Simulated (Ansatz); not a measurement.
Consider the hydrogenolysis of the Si–Cl bond: `CO[Si](S)(Cl)Cl` + H₂ → `CO[SiH](S)Cl` + HCl.

Computed with Ansatz on PBE0-D4/def2-TZVP structures; ΔE is electronic, products minus reactants. CCSD(T)/CBS is the MP2 limit (def2-TZVPP, def2-QZVPP) plus CCSD(T) − MP2 in def2-TZVPP, frozen cores. This one scheme is used for every species. DFT in def2-TZVPP. Each species was taken in one conformer, which may not be the lowest.

`CO[Si](S)(Cl)Cl`:

Z-matrix (Å, degrees):
```
C
O 1 1.417
H 1 1.090 2 107.5
H 1 1.093 2 110.6 3 119.2
H 1 1.094 2 111.2 3 -119.4
Si 2 1.614 1 125.6 3 175.2
Cl 6 2.028 2 106.4 1 172.7
S 6 2.116 2 108.7 1 -65.5
Cl 6 2.046 2 111.4 1 55.3
H 8 1.344 6 93.7 2 161.1
```

H₂:

Cartesian coordinates in Å:
```
H 0.148 0.040 0.340
H -0.148 -0.040 -0.340
```

`CO[SiH](S)Cl`:

Cartesian coordinates in Å:
```
C -1.537 0.049 0.413
O -0.597 -0.442 -0.522
Si 1.000 -0.559 -0.236
S 1.878 1.294 0.320
Cl 1.786 -1.286 -1.970
H -1.266 1.052 0.757
H -1.614 -0.614 1.281
H -2.507 0.091 -0.082
H 1.313 -1.482 0.876
H 1.544 1.898 -0.835
```

HCl:

Cartesian coordinates in Å:
```
Cl 0.027 0.097 0.631
H -0.027 -0.097 -0.631
```

Q: Is it downhill or uphill in electronic energy at CCSD(T)/CBS, and by how much? (Best estimate.)

A: Ansatz gave: Uphill: ΔE = +82.3 kJ/mol.

Q: What do these levels give: ωB97M-V, HF/def2-TZVPP, HF/def2-QZVPP, SCS-MP2/def2-QZVPP, HF/CBS(def2), MP2/CBS(def2)? (Estimate.)

A: Computed: ωB97M-V 83.9, HF/def2-TZVPP 61.8, HF/def2-QZVPP 61.7, SCS-MP2/def2-QZVPP 82.9, HF/CBS(def2) 61.6, MP2/CBS(def2) 93.9 kJ/mol.

Largest T1 diagnostic among the species: 0.011.

The D4 term adds +13.4 kJ/mol with B3LYP and +7.1 kJ/mol with PBE0; it sums over pairs of atoms, weighted by their polarisabilities, and B3LYP, whose exchange is more repulsive, gets the larger term. In def2-TZVPP, CCSD(T) changes the Hartree–Fock value by +14.4 kJ/mol (the triples alone add +4.8 kJ/mol) and MP2 by +26.0 kJ/mol.

B3LYP here is the variant with VWN-RPA as its local correlation; programs differ in this.
